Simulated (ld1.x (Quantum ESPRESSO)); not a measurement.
**Transferability test, ultrasoft potential for chromium**

ld1.x (Quantum ESPRESSO) 7.5 input, shortened:

```
&input
   title='Cr', zed=24., rel=2, dft='BP', iswitch=3,
   config='[Ar] 3d5 4s1 4p0', rel_dist='average'
 /
 &inputp
   pseudotype=3, tm=.true., lloc=-1, rcloc=1.75,
   nlcc=.true.,
   which_augfun='PSQ', rmatch_augfun=1.30
 /
6
4S  1  0   1.00   0.00  2.00  2.50  0.0
4S  1  0   0.00   1.20  2.00  2.50  0.0
4P  2  1   0.00   0.00  1.95  2.55  0.0
4P  2  1   0.00   0.80  1.95  2.55  0.0
3D  3  2   5.00   0.00  1.55  2.15  0.0
3D  3  2   0.00   1.10  1.55  2.15  0.0
 &test
   configts(1)='3d5 4s1 4p0'
 /
```

Open shells are filled in proportion to 2j + 1 (rel_dist='average').

Energies are relative to the spin-unpolarised reference configuration 3d5 4s1 4p0; without spin polarisation the order of configurations can differ from experiment. Not all tests gave a result: 1 of 7 tests not solved or not reliable. Left out of the table: 3d6 4s0 4p0 (solver errors, printed error -266 eV).

Q: Give the all-electron excitation energy and the error of the potential for: 3d5 4s0 4p0; 3d4 4s0 4p0; 3d3 4s0 4p0; 3d5.5 4s0.5 4p0; 3d4 4s2 4p0; 3d4 4s1 4p1.

A:

| valence configuration | charge | ΔE all-electron (eV) | error AE − PS (meV) |
| --- | --- | --- | --- |
| 3d5 4s0 4p0 | +1 | 7.077 | -5.3 |
| 3d4 4s0 4p0 | +2 | 23.225 | -84 |
| 3d3 4s0 4p0 | +3 | 54.023 | -730 |
| 3d5.5 4s0.5 4p0 | 0 | 0.739 | -6.5 |
| 3d4 4s2 4p0 | 0 | -0.122 | -56 |
| 3d4 4s1 4p1 | 0 | 3.522 | -68 |

Levels in the configuration 3d4 4s0 4p0:

```csv
level,all-electron (eV),pseudo (eV)
3d j=3/2,-22.979,-23.237
3d j=5/2,-22.884,-23.141
```
